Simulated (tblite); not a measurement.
Start geometry of `N[SiH2]P[SiH2][SiH3]` from a force field or distance geometry (Å):
```
atom  x, y, z in Å
N1    -2.6968   -0.8116    0.5539
Si2   -2.0927    0.8000    0.0023
P3    -0.4678    0.3919   -1.4485
Si4    1.0886   -0.9053   -0.6393
Si5    3.0065    0.1784   -0.2269
H6    -3.7055   -0.7311    0.8818
H7    -2.6786   -1.3984   -0.3040
H8    -1.4855    1.4443    1.1752
H9    -3.2018    1.5269   -0.5666
H10    0.1359    1.5996   -1.9463
H11    1.3201   -2.1049   -1.4641
H12    0.6091   -1.3035    0.7175
H13    3.7456   -0.5483    0.8235
H14    3.8073    0.3805   -1.4396
H15    2.6111    1.4896    0.3534
```

Question: What comes out of this run: GFN2-xTB geometry optimisation, gas phase (tblite)?

Answer: 
```
atom  x, y, z in Å
N1    -2.6709   -0.7550    0.3970
Si2   -2.0282    0.7680   -0.0790
P3    -0.5418    0.2735   -1.6679
Si4    0.9927   -0.9274   -0.5635
Si5    2.9480    0.2620   -0.1920
H6    -3.4398   -0.7790    1.0461
H7    -2.7837   -1.4725   -0.3017
H8    -1.4540    1.3504    1.1379
H9    -2.9664    1.7239   -0.6860
H10    0.1013    1.4883   -1.5768
H11    1.1830   -2.1069   -1.4235
H12    0.3940   -1.4457    0.6757
H13    3.8180   -0.4269    0.7635
H14    3.7383    0.4526   -1.4113
H15    2.7050    1.6028    0.3539
```

The energy falls by 18.5 kcal/mol over 57 L-BFGS steps, the largest force on an atom goes from 1.86 to 0.009 eV/Å, and the atoms move by 0.211 Å rms after alignment. The bond that changes most is N1–Si2 (silicon-bound nitrogen to SiH2 silicon), which shortens by 0.087 Å. Bonds longer at the end by more than 0.005 Å: 4 of 14; shorter: 7. Among the angles that change most is Si2–P3–H10, from 112.3° to 93.9°. Among the dihedrals that turn most is H10–P3–Si4–Si5, from 17° to -10°. Rotational constants go from 3774, 778.6, 751.0 to 3523, 803.6, 784.0 MHz. The orientation of the end geometry is arbitrary; only internal coordinates are fixed.

GFN2-xTB frequencies show an imaginary mode (27i cm⁻¹), so the point is no minimum at that level. 3 starts were optimised and ended at 0.00, 1.37 and 1.68 kcal/mol (GFN2-xTB); the lowest of these is shown.

The numbers are calculated, not measured.
